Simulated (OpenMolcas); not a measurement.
**Predicting a hybrid from its neighbours: InSiH4F**

InSiH4F: 7 atoms, total charge 0, spin state singlet. SMILES: `[F][InH][SiH3]`. The coordinates come from a PBE0-D4/def2-TZVP relaxation.

The dipole moment y, in D, basis def2-SVP with a core potential; a is the functional's share of exact exchange. Programs: OpenMolcas 26.06.

| functional | program | a | y (D) |
| --- | --- | --- | --- |
| revPBE | OpenMolcas | 0 | 2.70 |
| TPSS | OpenMolcas | 0 | 2.72 |
| B3LYP | OpenMolcas | 0.2 | ? |
| PBE0 | OpenMolcas | 0.25 | 3.00 |
| BHLYP | OpenMolcas | 0.5 | 3.24 |

**Question.** Fit y = c + s·a to the known rows and predict B3LYP.

**Answer.** 
1. Means of the 4 rows: a = 0.1875, y = 2.915.
2. Σ(Δa)² = 0.17188, Σ(Δa·Δy) = 0.18375, so the slope is 0.18375/0.17188 = 1.0691.
3. Intercept: 2.915 − (1.0691) × 0.1875 = 2.715. The largest residual of the fit is 0.018.
4. B3LYP: 2.715 + (1.0691) × 0.2 = 2.93 D.

The run gave 2.97 D, so the prediction is off by -0.04 D, more than the largest residual. More exact exchange makes the molecule more polar here. The rows mix families of semi-local functionals, which the line can't see.
